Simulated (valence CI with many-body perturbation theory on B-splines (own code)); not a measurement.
**E1 line list for Sn II**

Computed by relativistic CI+MBPT: three valence electrons over a frozen Dirac-Fock core [Kr] 4d10, a basis of 11 s, 11 p, 10 d, 8 f, 5 g, 2 h functions for each j, with the one-electron correlation potential Σ1 (screened to all orders), the two-electron term Σ2, the three-electron term Σ3, Breit, model QED; selected single and double excitations, second order for the rest, scaled by the run's own slope (own B-spline code, finite nucleus).

Set against measurement, 15 paired levels are off by 136 cm⁻¹ on average, the worst by 391. These come from a selection out of the NIST Handbook of Basic Atomic Spectroscopic Data. Levels without a partner in it may be off by more.

Lines 101 to 150 of 228 in falling wavelength, among levels below 13.442 eV, chosen from the strongest by gf and those to the six lowest levels. Wavelengths and rates use the calculated energies, so an error of 100 cm⁻¹ moves a line at 4535 Å by 0.45 % and its rate by three times that or more. Electric multipoles are in the length gauge, E1 and E2 with the static RPA response of the core. Weak lines are less certain than strong ones. Lines between different terms over intervals too small for the method are left out, as are lines whose strength nearly cancels. The highest levels of a list are the least certain.

Names give the largest LS component (configuration and term), which can be under half, so a name can repeat, a term be missing and a line seem to break the LS rules; names also repeat where a configuration has a term twice.

| λ vac (Å) | λ from measured levels | Upper | Lower | A (s⁻¹) | log gf | Branch % |
| --- | --- | --- | --- | --- | --- | --- |
| 5031 |  | 5s2 7p 2P°_3/2 | 5s2 5d 2D_5/2 | 4.21e+06 | -1.19 | 14.1 |
| 4979 |  | 5s2 9p 2P°_1/2 | 5s2 7s 2S_1/2 | 5.68e+03 | -4.37 | 0.0 |
| 4959 |  | 5s2 7p 2P°_1/2 | 5s2 5d 2D_3/2 | 5.31e+06 | -1.41 | 19.8 |
| 4951 |  | 5s2 9p 2P°_3/2 | 5s2 7s 2S_1/2 | 1.14e+05 | -2.78 | 0.7 |
| 4877 |  | 5s2 8p 2P°_1/2 | 5s 5p2 2P_1/2 | 6.07e+04 | -3.36 | 0.3 |
| 4873 |  | 5s2 7p 2P°_3/2 | 5s2 5d 2D_3/2 | 3.73e+05 | -2.27 | 1.2 |
| 4834 |  | 5s2 8p 2P°_3/2 | 5s 5p2 2P_1/2 | 2.02e+05 | -2.55 | 1.0 |
| 4535 | 4620 | 5s2 6p 2P°_3/2 | 5s 5p2 4P_5/2 | 8.61e+05 | -1.97 | 1.0 |
| 4314 |  | 5s2 6f 2F°_5/2 | 5s 5p2 2P_3/2 | 1.38e+05 | -2.64 | 0.2 |
| 4246 | 4324 | 5s2 6p 2P°_1/2 | 5s 5p2 4P_3/2 | 1.10e+05 | -3.23 | 0.1 |
| 4144 |  | 5s2 9p 2P°_1/2 | 5s 5p2 2P_3/2 | 1.94e+04 | -4.00 | 0.1 |
| 4125 |  | 5s2 9p 2P°_3/2 | 5s 5p2 2P_3/2 | 1.08e+05 | -2.96 | 0.6 |
| 4095 | 4165 | 5s2 6p 2P°_3/2 | 5s 5p2 4P_3/2 | 5.96e+03 | -4.22 | 0.0 |
| 3979 |  | 5s2 8p 2P°_1/2 | 5s 5p2 2S_1/2 | 2.00e+05 | -3.02 | 1.0 |
| 3950 |  | 5s2 8p 2P°_3/2 | 5s 5p2 2S_1/2 | 2.79e+04 | -3.58 | 0.1 |
| 3929 | 3995 | 5s2 6p 2P°_1/2 | 5s 5p2 4P_1/2 | 4.74e+02 | -5.66 | 0.0 |
| 3907 |  | 5s2 9p 2P°_1/2 | 5s 5p2 2P_1/2 | 9.79e+03 | -4.35 | 0.1 |
| 3890 |  | 5s2 9p 2P°_3/2 | 5s 5p2 2P_1/2 | 1.97e+05 | -2.75 | 1.2 |
| 3884 |  | 5s2 8s 2S_1/2 | 5s2 6p 2P°_3/2 | 2.76e+07 | -0.90 | 11.9 |
| 3799 | 3859 | 5s2 6p 2P°_3/2 | 5s 5p2 4P_1/2 | 1.40e+03 | -4.92 | 0.0 |
| 3756 |  | 5s2 8s 2S_1/2 | 5s2 6p 2P°_1/2 | 1.50e+07 | -1.20 | 6.5 |
| 3632 |  | 5s2 5f 2F°_7/2 | 5s2 5d 2D_5/2 | 5.04e+06 | -1.10 | 4.6 |
| 3631 |  | 5s2 5f 2F°_5/2 | 5s2 5d 2D_5/2 | 3.44e+05 | -2.39 | 0.3 |
| 3620 |  | 5s2 7d 2D_3/2 | 5s2 6p 2P°_3/2 | 6.74e+06 | -1.28 | 2.3 |
| 3613 |  | 5s2 7d 2D_5/2 | 5s2 6p 2P°_3/2 | 4.08e+07 | -0.32 | 15.3 |
| 3549 |  | 5s2 5f 2F°_5/2 | 5s2 5d 2D_3/2 | 6.61e+06 | -1.13 | 6.0 |
| 3509 |  | 5s2 7d 2D_3/2 | 5s2 6p 2P°_1/2 | 3.66e+07 | -0.57 | 12.6 |
| 3442 |  | 5s2 8p 2P°_3/2 | 5s2 5d 2D_5/2 | 3.65e+06 | -1.59 | 18.6 |
| 3389 |  | 5s2 8p 2P°_1/2 | 5s2 5d 2D_3/2 | 4.66e+06 | -1.79 | 23.8 |
| 3368 |  | 5s2 8p 2P°_3/2 | 5s2 5d 2D_3/2 | 3.11e+05 | -2.67 | 1.6 |
| 3324 | 3353 | 4f 5s2 2F°_7/2 | 5s 5p2 2D_5/2 | 1.67e+08 | 0.34 | 67.2 |
| 3323 | 3352 | 4f 5s2 2F°_5/2 | 5s 5p2 2D_5/2 | 1.11e+07 | -0.96 | 4.5 |
| 3308 |  | 5s2 9p 2P°_1/2 | 5s 5p2 2S_1/2 | 3.56e+05 | -2.93 | 1.8 |
| 3296 |  | 5s2 9p 2P°_3/2 | 5s 5p2 2S_1/2 | 1.25e+04 | -4.09 | 0.1 |
| 3255 | 3284 | 4f 5s2 2F°_5/2 | 5s 5p2 2D_3/2 | 1.53e+08 | 0.16 | 61.3 |
| 3119 |  | 5s2 9s 2S_1/2 | 5s2 6p 2P°_3/2 | 1.45e+07 | -1.37 | 11.0 |
| 3055 |  | 5s2 7p 2P°_3/2 | 5s 5p2 2D_5/2 | 7.43e+06 | -1.38 | 24.9 |
| 3036 |  | 5s2 9s 2S_1/2 | 5s2 6p 2P°_1/2 | 7.90e+06 | -1.66 | 6.0 |
| 3030 |  | 5s2 6f 2F°_7/2 | 5s2 5d 2D_5/2 | 5.86e+04 | -3.19 | 0.1 |
| 3029 |  | 5s2 7p 2P°_1/2 | 5s 5p2 2D_3/2 | 8.10e+06 | -1.65 | 30.2 |
| 3029 |  | 5s2 6f 2F°_5/2 | 5s2 5d 2D_5/2 | 4.94e+03 | -4.39 | 0.0 |
| 3020 |  | 5s2 8d 2D_3/2 | 5s2 6p 2P°_3/2 | 3.16e+06 | -1.76 | 2.1 |
| 3017 |  | 5s2 8d 2D_5/2 | 5s2 6p 2P°_3/2 | 1.92e+07 | -0.80 | 14.2 |
| 2997 |  | 5s2 7p 2P°_3/2 | 5s 5p2 2D_3/2 | 9.30e+05 | -2.30 | 3.1 |
| 2971 |  | 5s2 6f 2F°_5/2 | 5s2 5d 2D_3/2 | 3.03e+05 | -2.62 | 0.5 |
| 2943 |  | 5s2 8d 2D_3/2 | 5s2 6p 2P°_1/2 | 1.76e+07 | -1.04 | 11.9 |
| 2935 |  | 5s2 9p 2P°_3/2 | 5s2 5d 2D_5/2 | 3.60e+06 | -1.73 | 21.4 |
| 2897 |  | 5s2 7p 2P°_1/2 | 5s2 6s 2S_1/2 | 4.10e+04 | -3.99 | 0.2 |
| 2890 |  | 5s2 9p 2P°_1/2 | 5s2 5d 2D_3/2 | 5.01e+06 | -1.90 | 26.0 |
| 2881 |  | 5s2 9p 2P°_3/2 | 5s2 5d 2D_3/2 | 2.97e+05 | -2.83 | 1.8 |

How does gf follow from A for the line at 2971 Å?

gf = 1.4992 × (2J+1)_upper × A / σ², with σ = 33655 cm⁻¹ and 2J+1 = 6: gf = 0.00241.
